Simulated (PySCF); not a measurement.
ZnBr, SMILES [Zn+][Br], charge +1. Coordinates come from a PBE0-D3(BJ)/def2-TZVP optimisation. The multiplicity is an assumed one; other spin states were not compared.

Q: Give the equilibrium geometry at PBE0-D3(BJ)/def2-TZVP (PySCF confirms it by a frequency run) as a Z-matrix, and its point group. (Estimate from the structure and the level; the computed values follow.)

A: point group C∞v.
```
Zn
Br 1 2.1924
```
Charge +1, spin multiplicity 1.
